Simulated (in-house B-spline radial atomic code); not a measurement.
Ga⁺. Computed with a B-spline radial atomic code. Model: non-relativistic spherical atom: semilocal Troullier-Martins pseudo-atom, one channel per l, against all electrons, high spin, G0W0 and RPA with empty states to l = 8, local potential for every l without a channel, a model core (radius 0 = none) keeps its share of the functional.

What the tables leave out is listed at the end.

The pseudopotential gives back the lowest level of each angular momentum of its own functional in the configuration it was made in; a second state of the same l is only approximately right. Exact exchange, RPA and GW see the smooth pseudo-orbitals and miss the exchange with the core, for which the functional's share stands in. The column with an uncorrelated core keeps all orbitals and exact exchange, and so separates missing core correlation from pseudisation. Only the three outermost levels and the lowest empty one were computed. RPA here is direct RPA, with no exchange kernel, and its energies carry an (l + 1/2)⁻⁴ tail. A hybrid on a potential with a model core restores only its own semilocal share of the core's exchange.

Command:
```bash
python run_psgw.py task.json out
```
Settings (lengths in bohr, energies in hartree):
```
Z                      31
electrons              30
configuration          [Ar] 3d10 4s2
generated_in           [Ar] 3d10 4s2 4p1
functional             lda,vwn
core_shells            5
radius_factor          0.9
core_correction        True
ion_configuration      [Ar] 3d10 4s1
```

Cost of the run: 58 s on 1 thread of Arm Neoverse N1, with other jobs on the host.

Given: made with LDA VWN5; model core radius 0.33 bohr; local radius 1.559 bohr; mean-field start LDA VWN5.

Valence shells of the generating configuration: 3d, 4s, 4p.

Channel: s 1.726, p 2.283, d 1.431 (radii in bohr).

Computed: largest level miss in the spin-unpolarised generating configuration 0 eV; valence RPA correlation energy all-electron orbitals -0.78504 hartree; valence RPA correlation energy pseudo -1.0217 hartree; all-electron RPA polarisability, core included 14.387 bohr³; pseudo-atom RPA polarisability 14.372 bohr³; ionisation by RPA all-electron 20.59 eV; ionisation by RPA pseudo minus all 0.805 eV.

```csv
level,occupied,mean-field all-electron (eV),mean-field pseudo minus all (eV),G0W0 all-electron (eV),G0W0 uncorrelated core minus all (eV),G0W0 pseudo minus all (eV),exchange self-energy all-electron (eV),exchange self-energy pseudo (eV)
4s,1,-16.356,-0.001,-20.524,-0.047,-0.435,-14.461,-12.958
4p (empty),0,-9.3227,-0.002,-6.0903,-0.031,-0.21,-4.0558,-3.4298
```

What is the ionisation by mean-field all-electron?

20.794 eV.

What is the ionisation by mean-field pseudo minus all?

0.007 eV.

Given: mean-field start PBE0.

Computed: valence RPA correlation energy all-electron orbitals -0.73897 hartree; valence RPA correlation energy pseudo -0.98885 hartree; ionisation by mean-field all-electron 20.095 eV; ionisation by mean-field pseudo minus all 0.155 eV; ionisation by RPA all-electron 20.417 eV; ionisation by RPA pseudo minus all 0.779 eV.

```tsv
level	occupied	mean-field all-electron (eV)	mean-field pseudo minus all (eV)	G0W0 all-electron (eV)	G0W0 uncorrelated core minus all (eV)	G0W0 pseudo minus all (eV)	exchange self-energy all-electron (eV)	exchange self-energy pseudo (eV)
4s	1	-16.922	-0.133	-20.399	-0.039	-0.5	-14.087	-12.85
3d	1	-31.403	2.011	-37.068	-0.291	5.737	-57.677	-36.633
4p (empty)	0	-8.2048	-0.157	-6.1214	-0.024	-0.182	-3.6334	-3.2685
```

What is the pseudo-atom RPA polarisability?

13.321 bohr³.

What is the all-electron RPA polarisability, core included?

13.449 bohr³.

Among the listed levels the largest G0W0 shift of the pseudo-atom is +5.74 eV, for 3d on the PBE0 start, while leaving the core uncorrelated moves that level by -0.29 eV. So pseudisation and the lost core exchange, not the missing core correlation, make the error. Not in the tables (levels of low weight, unsolved or above zero; the highest and the empty levels are kept at any weight): on LDA the G0W0 levels 3d (pseudo minus all +4.59 eV, weights 0.37 and 0.71); no Hartree-Fock pseudo-atom is run with a model core.
